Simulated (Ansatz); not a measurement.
A geometry relaxed with CAM-B3LYP-D3(BJ)/def2-TZVP (Ansatz, a quantum-chemistry and plane-wave program), charge 0, multiplicity 1:

```xyz
13

C     -0.1468     1.8530     0.0812
C     -1.1091    -1.6828     0.3772
H      0.6589     2.5132    -0.2023
H      1.3769    -0.9877    -1.7883
C     -0.0581     0.5254     0.0290
H      2.1938    -1.0210     0.4630
H     -1.9587    -2.2800     0.6772
C     -1.1568    -0.3570     0.4144
H      2.4666     0.9672    -0.8807
Cl    -1.5420     2.7388     0.5997
Si     1.5728    -0.1684    -0.5732
H     -0.2308    -2.2261     0.0508
H     -2.0665     0.1254     0.7519
```

Write the SMILES of this molecule.

`C=C/C([SiH3])=C\Cl`
